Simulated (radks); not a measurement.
The table gives one normalised radial function P(r) = r R(r) of W3+ in [Xe] 4f14 5d3 (r in bohr). Calculated with a radial shooting solver on a logarithmic mesh with Libxc functionals: scalar-relativistic Kohn-Sham, BLYP, spin-polarised, spherical densities, finite nucleus; open shells are filled with parallel spins first (spin-orbit coupling, left out, can overturn this in heavy ions); Fermi nuclear charge, rms radius 5.3658 fm.

r	P
0.001615	0.0000
0.001866	0.0000
0.002155	0.0000
0.002488	0.0000
0.002874	0.0000
0.003319	0.0000
0.003833	0.0000
0.004426	0.0000
0.005112	0.0000
0.005904	0.0000
0.006873	0.0000
0.007938	0.0000
0.009167	0.0001
0.01059	0.0001
0.01223	0.0002
0.01412	0.0003
0.01631	0.0005
0.01883	0.0008
0.02175	0.0014
0.02512	0.0023
0.02901	0.0039
0.0335	0.0063
0.03869	0.0102
0.04468	0.0164
0.0516	0.0259
0.0596	0.0403
0.06883	0.0617
0.07949	0.0928
0.0918	0.1368
0.106	0.1972
0.1224	0.2774
0.1414	0.3797
0.1633	0.5044
0.1886	0.6487
0.2178	0.8057
0.2515	0.9637
0.2905	1.1078
0.3355	1.2213
0.3875	1.2888
0.4475	1.3003
0.5168	1.2549
0.5968	1.1595
0.6948	1.0184
0.8024	0.8622
0.9267	0.6993
1.07	0.5425
1.236	0.4013
1.427	0.2820
1.648	0.1872
1.904	0.1165
2.199	0.0674
2.539	0.0357
2.932	0.0171
3.387	0.0073
3.911	0.0027
4.517	0.0008
5.217	0.0002
6.025	0.0000

Which n and l does it have? It may be an empty orbital.

Answer. n = 4, l = 3: the number of nodes gives n - l - 1 = 0, the rise at small r (about r^(l+1), flatter next to the nucleus through relativity) gives l, and the extent must fit the shell. The curve is that of 4f up; the table hardly tells the two spins apart. 4f up: eigenvalue -62.083 eV, 0 radial nodes, <r> = 0.608 bohr, 90 % of the charge inside 1.01 bohr.
